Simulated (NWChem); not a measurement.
All runs are NWChem calculations. System: OSe, charge 0, spin multiplicity 3, at a geometry optimised with UPBE0/def2-SVP. The structure started from a generated list of species. Its SCF solution wasn't tested for a lower state. Level: ROCCSD(T)/def2-TZVP, 10 core orbitals frozen.

Job file:

```
start mol
memory heap 100 mb stack 700 mb global 1900 mb
geometry units angstroms nocenter noautoz
  O      0.000000     0.000000     1.329138
  Se     0.000000     0.000000    -0.312738
  symmetry group C2v
end
basis spherical
  * library def2-tzvp
end
scf
  rohf
  nopen 2
  maxiter 100
  thresh 1e-7
  semidirect memsize 60000000 filesize 0
  # guess.movecs holds the orbitals of an unrestricted PBE0 run
  vectors input guess.movecs output mol.movecs
end
tce
  freeze core 10
  ccsd(t)
  2eorb
  2emet 13
  thresh 1e-6
  maxiter 100
  tilesize 24
end
task tce energy
```

Output (cleaned and shortened):

```
             Northwest Computational Chemistry Package (NWChem) 7.3.0
             --------------------------------------------------------

                                NWChem Input Module
                                -------------------

 Scaling coordinates for geometry "geometry" by  1.889725989
 (inverse scale =  0.529177249)

 Turning off AUTOSYM since
 SYMMETRY directive was detected!

                             Geometry "geometry" -> ""
                             -------------------------

 Output coordinates in angstroms (scale by  1.889725989 to convert to a.u.)

  No.       Tag          Charge          X              Y              Z
 ---- ---------------- ---------- -------------- -------------- --------------
    1 O                    8.0000     0.00000000     0.00000000     1.32913800
    2 Se                  34.0000     0.00000000     0.00000000    -0.31273800

 Effective nuclear repulsion energy (a.u.)      87.6657017509

            Nuclear Dipole moment (a.u.)
            ----------------------------
        X                 Y               Z
 ---------------- ---------------- ----------------
     0.0000000000     0.0000000000     0.0000226767

      Symmetry information
      --------------------

 Group name             C2v
 Group number             16
 Group order               4
 No. of unique centers     2

      Symmetry unique atoms

     1    2


 Summary of "ao basis" -> "" (spherical)
 ------------------------------------------------------------------------------
       Tag                 Description            Shells   Functions and Types
 ---------------- ------------------------------  ------  ---------------------
 *                         def2-tzvp                  on all atoms

 Summary of "ao basis" -> "ao basis" (spherical)
 ------------------------------------------------------------------------------
       Tag                 Description            Shells   Functions and Types
 ---------------- ------------------------------  ------  ---------------------
 O                         def2-tzvp                11       31   5s3p2d1f
 Se                        def2-tzvp                16       48   6s5p4d1f

                                 NWChem SCF Module
                                 -----------------

  ao basis        = "ao basis"
  functions       =    79
  atoms           =     2
  closed shells   =    20
  open shells     =     2
  charge          =   0.00
  wavefunction    = ROHF
  use symmetry    = T
  symmetry adapt  = T

 Summary of "ao basis" -> "ao basis" (spherical)
 ------------------------------------------------------------------------------
       Tag                 Description            Shells   Functions and Types
 ---------------- ------------------------------  ------  ---------------------
 O                         def2-tzvp                11       31   5s3p2d1f
 Se                        def2-tzvp                16       48   6s5p4d1f

      Symmetry analysis of basis
      --------------------------

        a1         35
        a2          8
        b1         18
        b2         18

 Forming initial guess at       0.1s

      Symmetry analysis of molecular orbitals - initial
      -------------------------------------------------

  Numbering of irreducible representations:

     1 a1          2 a2          3 b1          4 b2

  Orbital symmetries:

     1 a1          2 a1          3 b1          4 b2          5 a1
     6 a1          7 a1          8 a1          9 b1         10 b2
[...]
  Mulliken analysis of the total density
  --------------------------------------

    Atom       Charge   Shell Charges
 -----------   ------   -------------------------------------------------------
    1 O    8     8.52   0.79  1.18  0.60  0.99  0.35  1.75  1.96  0.88  0.00  0.03  0.00
    2 Se  34    33.48   2.00  2.00  1.17  0.78  1.03  0.92  6.00  5.93  0.89  1.90  0.64  8.98  1.04  0.05  0.12  0.04

 Mulliken analysis of the open-shell density
 -------------------------------------------

    Atom       Charge   Shell Charges
 -----------   ------   -------------------------------------------------------
    1 O    8     0.47   0.00 -0.00  0.00  0.00  0.00  0.23  0.20  0.05  0.00 -0.00 -0.00
    2 Se  34     1.53   0.00  0.00  0.00 -0.00  0.00  0.00  0.00  0.01  0.31  0.80  0.34  0.00  0.00  0.01  0.05  0.01

       Multipole analysis of the density wrt the origin
       ------------------------------------------------

     L   x y z        total         open         nuclear
     -   - - -        -----         ----         -------
     0   0 0 0     -0.000000     -2.000000     42.000000

     1   1 0 0      0.000000      0.000000      0.000000
     1   0 1 0      0.000000      0.000000      0.000000
     1   0 0 1     -1.214455      0.176411      0.000023

     2   2 0 0    -16.769183     -3.993337      0.000000
     2   1 1 0      0.000000      0.000000      0.000000
     2   1 0 1     -0.000000     -0.000000      0.000000
     2   0 2 0    -16.769183     -3.993337      0.000000
     2   0 1 1      0.000000     -0.000000      0.000000
     2   0 0 2    -19.243897     -6.539268     62.344478

                   NWChem Extensible Many-Electron Theory Module
                   ---------------------------------------------


            General Information
            -------------------
      Number of processors :     1
         Wavefunction type : Restricted open-shell Hartree-Fock
          No. of electrons :    42
           Alpha electrons :    22
            Beta electrons :    20
           No. of orbitals :   158
            Alpha orbitals :    79
             Beta orbitals :    79
        Alpha frozen cores :    10
         Beta frozen cores :    10
     Alpha frozen virtuals :     0
      Beta frozen virtuals :     0
         Spin multiplicity : triplet
    Number of AO functions :    79
       Number of AO shells :    27
        Use of symmetry is : on
      Symmetry adaption is : on
         Schwarz screening : 0.10D-09

          Correlation Information
          -----------------------
          Calculation type : Coupled-cluster singles & doubles w/ perturbation
   Perturbative correction : (T)
            Max iterations :      100
        Residual threshold : 0.10D-05
     T(0) DIIS level shift : 0.00D+00
     L(0) DIIS level shift : 0.00D+00
     T(1) DIIS level shift : 0.00D+00
     L(1) DIIS level shift : 0.00D+00
     T(R) DIIS level shift : 0.00D+00
     T(I) DIIS level shift : 0.00D+00
   CC-T/L Amplitude update :  5-th order DIIS
                I/O scheme : Global Array Library
        L-threshold :  0.10D-05
        EOM-threshold :  0.10D-05
 no EOMCCSD initial starts read in
 TCE RESTART OPTIONS
 SLICE:      F
 D4D5:       F
 quantumc:   F
 qrotation:  F
 pwtce:      F
 qducc:      F
 nacto:                         0
 nrotv:                         0
 nrot:                          0

            Memory Information
            ------------------
          Available GA space size is     249024318 doubles
          Available MA space size is     104850252 doubles

 Maximum block size supplied by input
 Maximum block size        24 doubles

 tile_dim =     24

 -------------------------------------------------

 Global array virtual files algorithm will be used

 Parallel file system coherency ......... OK

 4-electron integrals stored in orbital form

 v2    file size   =          1546658
 4-index algorithm nr.  13 is used
 imaxsize =       30
 imaxsize ichop =        0


CCSD iterations
 ---------------------------------------------------------
 Iter          Residuum       Correlation     Cpu    Wall
 ---------------------------------------------------------
    1   0.2821142852828  -0.5248672661542     1.7     1.7
    2   0.0951291294450  -0.4709232264775     1.7     1.7
    3   0.0594298080221  -0.5054539467292     1.8     1.8
    4   0.0434885285354  -0.4888517708321     1.7     1.7
    5   0.0376709710714  -0.5011179231104     1.7     1.7
    6   0.0038236106167  -0.4967784027777     1.7     1.7
    7   0.0027403876789  -0.4964253183176     1.7     1.7
    8   0.0012600432429  -0.4966196331199     1.7     1.7
    9   0.0015280602877  -0.4964849268918     1.7     1.7
   10   0.0008665289355  -0.4966704058829     1.7     1.7
   11   0.0001503849688  -0.4966476940351     2.0     2.0
   12   0.0000793675916  -0.4966187280841     1.7     1.7
   13   0.0000420280257  -0.4966323643322     1.7     1.7
   14   0.0000392631042  -0.4966231401526     1.6     1.6
   15   0.0000264264236  -0.4966301469327     1.7     1.7
   16   0.0000051537627  -0.4966270860178     1.7     1.7
   17   0.0000041239849  -0.4966270175605     1.7     1.7
   18   0.0000018592937  -0.4966271889039     1.9     1.9
   19   0.0000020069057  -0.4966271119854     1.7     1.7
   20   0.0000009927672  -0.4966272894994     1.8     1.8
 -----------------------------------------------------------------
 Iterations converged
 CCSD correlation energy / hartree =        -0.496627289499362
 CCSD total energy / hartree       =     -2475.170117671788830

 Singles contributions
    22b1  (beta ) ---    20b1  (beta )        0.1016907017
    21b2  (beta ) ---    19b2  (beta )        0.1016907018

 Doubles contributions
 CCSD(T)
 Using plain CCSD(T) code
             total no. of tasks         3080
 total no. of tasks / no. procs         3080
                         wl_min            2           1.1
                         wl_max      1728000          11.0
        thresh for no. of tasks         3080

 CCSD[T]  correction energy / hartree =        -0.026302020299287
 CCSD[T] correlation energy / hartree =        -0.522929309798649
 CCSD[T] total energy / hartree       =     -2475.196419692088057
 CCSD(T)  correction energy / hartree =        -0.023827143852275
 CCSD(T) correlation energy / hartree =        -0.520454433351637
 CCSD(T) total energy / hartree       =     -2475.193944815641316

 Task  times  cpu:       61.2s     wall:       61.2s

 Total times  cpu:       61.2s     wall:       61.2s
```
